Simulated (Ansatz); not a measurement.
`NCBBr` + `OCBF` → `OCBBr` + `NCBF`  (redistribution)

Program: Ansatz. Geometries: PBE0-D4/def2-TZVP. ΔE: electronic, gas phase. CBS: MP2 limit from def2 TZ/QZ plus the TZ coupled-cluster correction, frozen cores. This one scheme is used for every species. For Br outer-core shells are correlated without core-valence functions, which leaves a few kJ/mol of doubt a bond. Scalar relativity is left out up to krypton. One conformer a species, not always the lowest.

```tsv
species	CCSD/def2-TZVPP energy (Eh)
`NCBBr`	-2693.19523
`OCBF`	-240.11052
`OCBBr`	-2713.05098
`NCBF`	-220.25548
```

(1) Work out ΔE.

Largest T1 diagnostic among the species: 0.012.

## Answers

(1) ΔE = (-2713.05098) + (-220.25548) − (-2693.19523) − (-240.11052) = -0.00071 Eh = -0.02 eV. CCSD(T)/CBS gives -0.02 eV.
